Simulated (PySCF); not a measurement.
C3H5ClOSi.
Numbering: `[O:1]=[CH:2][Si@@H:3]1[CH2:4][C@H:5]1[Cl:6]` (hydrogens: H7 on C2; H8 on Si3; H9, H10 on C4; H11 on C5)

Computed by this run: PySCF 2.14.0, PBE0-D3(BJ)/def2-SVP geometry optimisation, gas phase; density fitting, grid level 1; the optimiser is geomeTRIC in internal coordinates, started from a GFN2-xTB structure with every atom displaced at random (about 0.01 Å).

Step 2: E = -25614.4620 eV
```
atom  x, y, z in Å  |  force x, y, z in eV/Å
O1      1.9282    0.6111   -1.0295   -0.010  -0.013   0.025
C2      1.6775   -0.3135   -0.2955   -0.003  -0.009   0.003
Si3    -0.0846   -0.5106    0.4123   -0.004  -0.033   0.021
C4     -1.4528    0.2739   -0.5909   -0.033   0.022  -0.041
C5     -1.0274    1.1015    0.6073    0.006  -0.029  -0.012
Cl6    -2.1852    1.3235    1.9183   -0.023   0.017  -0.004
H7      2.4720   -1.0581   -0.0149    0.037   0.030  -0.029
H8     -0.3904   -1.6445    1.3185    0.012   0.005  -0.015
H9     -2.4362   -0.2064   -0.5313   -0.002   0.048   0.024
H10    -1.2273    0.6982   -1.5769    0.023  -0.031   0.026
H11    -0.4883    2.0284    0.3812   -0.002  -0.007   0.003
```

Step 3: E = -25614.4654 eV
```
atom  x, y, z in Å  |  force x, y, z in eV/Å
O1      1.8531    0.6445   -1.0113    0.074   0.028  -0.036
C2      1.6583   -0.3048   -0.2931   -0.077  -0.064   0.085
Si3    -0.0953   -0.5434    0.4289    0.000   0.005  -0.014
C4     -1.4406    0.2635   -0.5899   -0.103  -0.028   0.101
C5     -1.0092    1.0870    0.6096   -0.053  -0.008  -0.037
Cl6    -2.1824    1.3614    1.8973   -0.008  -0.019  -0.003
H7      2.4870   -1.0225   -0.0410    0.011   0.053  -0.048
H8     -0.4046   -1.6777    1.3313    0.002  -0.007   0.000
H9     -2.4429   -0.1807   -0.5407    0.059   0.030   0.021
H10    -1.1889    0.6769   -1.5708    0.048   0.008  -0.078
H11    -0.4492    1.9993    0.3784    0.046   0.003   0.008
```

**Question.** Estimate the geometry and energy of step 4. (The exact step hangs on the optimiser's Hessian estimate; all steps are aligned on step 3, rigid shifts and turns removed.)

**Answer.** E = -25614.4660 eV, largest force 0.106 eV/Å
```
atom  x, y, z in Å  |  force x, y, z in eV/Å
O1      1.8516    0.6531   -1.0076   -0.053   0.049  -0.011
C2      1.6499   -0.2977   -0.2928    0.062  -0.077   0.039
Si3    -0.1010   -0.5521    0.4329    0.017   0.044  -0.044
C4     -1.4409    0.2604   -0.5887   -0.050   0.010   0.062
C5     -1.0062    1.0835    0.6090   -0.052   0.009  -0.026
Cl6    -2.1819    1.3688    1.8919   -0.002  -0.016  -0.006
H7      2.4856   -1.0090   -0.0496   -0.016  -0.012   0.008
H8     -0.4100   -1.6870    1.3347    0.016  -0.005  -0.002
H9     -2.4466   -0.1722   -0.5384    0.020   0.002   0.011
H10    -1.1799    0.6661   -1.5715    0.027  -0.001  -0.043
H11    -0.4352    1.9897    0.3786    0.031  -0.004   0.012
```

The energy changes by -0.0006 eV. The first-order estimate −F·Δx gives -0.0024 eV and the mean of the old and new forces, exact on a quadratic surface, -0.0007 eV. The step makes an angle of 76° with the force vector and moves no atom by more than 0.017 Å.

What follows is the cost of the whole optimisation. On an Arm Neoverse V1 with one thread, shared host, this took 41 s and 0.48 GiB of memory at its peak.
